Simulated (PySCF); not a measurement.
Computed IR spectrum (relative IR intensity) of a molecule C3H6ClFSi. Coordinates come from a PBE-D3(BJ)/def2-SVP optimisation. One conformer was computed; it need not be the lowest. Level of theory: PBE-D3(BJ)/def2-SVP (PySCF). Frequencies are harmonic and unscaled.

Lines under 2 % of the strongest are left out, and lines within 2 cm⁻¹ are merged.

ν (cm⁻¹): 461 (vw), 599 (w), 611 (w), 704 (vw), 765 (w), 771 (w), 832 (w), 884 (vs), 924 (m), 1063 (m), 1175 (w), 1337 (vw), 1386 (vw), 1397 (vw), 1649 (m), 2179 (m), 2184 (m), 2972 (vw) (against the strongest line: vs over 80 %, s over 45 %, m over 15 %, w over 4 %, vw less)

**Question.** Which molecule gave these data?
(A) C/C(Cl)=C/[SiH2]F
(B) C=C(C)[Si@H](F)Cl
(C) C=C(Cl)[SiH2]CF
(D) C/C(F)=C(\[SiH3])Cl

**Answer.** A, C/C(Cl)=C/[SiH2]F
